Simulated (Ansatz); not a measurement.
Basis sets compared for Au₅Se₂⁺. Total charge 1; singlet. Geometry PBE0-D4/def2-SVP. Ansatz on 4 threads of Arm Neoverse V2 on a shared host; times are rough, and most runs start from earlier orbitals.

```xyz
7

Au    3.106   -0.428    1.719
Au    0.373    0.154   -0.389
Au   -2.530   -1.875   -0.709
Au    0.256    0.940    3.077
Au   -2.092    0.845   -2.773
Se   -0.799   -1.071   -2.151
Se    1.687    1.436    1.226
```

In the def2 sets Au takes a core potential; there is no spin–orbit coupling. Another isomer (singlet) lies 0.02 eV lower at PBE0-D4/def2-TZVP; other spin states weren't run for this one.

```
           level  functions  energy (Eh)  HOMO (eV)  LUMO (eV)  wall time
 PBE-D4/def2-SVP        224   -5480.6449      -9.90      -7.67        6 s
PBE0-D4/def2-SVP        224   -5480.5535     -10.78      -6.71       12 s
```

(1) Estimate the rows for PBE-D4/def2-TZVP (with forces), PBE0-D4/def2-TZVP.

Answers

(1) 
```json
{"level": "PBE-D4/def2-TZVP (with forces)", "functions": "296", "energy (Eh)": "-5481.2755", "HOMO (eV)": "-9.83", "LUMO (eV)": "-7.66", "wall time": "13 s"}
{"level": "PBE0-D4/def2-TZVP", "functions": "296", "energy (Eh)": "-5481.1845", "HOMO (eV)": "-10.69", "LUMO (eV)": "-6.69", "wall time": "24 s"}
```
